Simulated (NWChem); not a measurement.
Species: ethylene carbonate (C3H4O3); SMILES O=C1OCCO1

```xyz
10

O      0.0000     0.0000    -2.0302
C      0.0000     0.0000    -0.8454
O      0.0883    -1.1010    -0.0685
C     -0.1253    -0.7530     1.2855
C      0.1253     0.7530     1.2855
O     -0.0883     1.1010    -0.0685
H      0.5693    -1.3168     1.9225
H     -1.1598    -1.0085     1.5694
H     -0.5693     1.3168     1.9225
H      1.1598     1.0085     1.5694
```
Atoms are numbered in this order, from 1.

Results from NWChem. The geometry was optimised at PBE0/def2-SVP. Vertical excitations in the gas phase.

**Question.** Estimate the computed values for PBE0/def2-SVP, TDA. Quantities: lowest excitation, singlet (eV); oscillator strength of that lowest state; orbital gap (eV).

**Answer.** 
```yaml
lowest excitation, singlet (eV): 7.18
oscillator_strength_of_that_lowest_state: 0.000
orbital gap (eV): 9.66
```
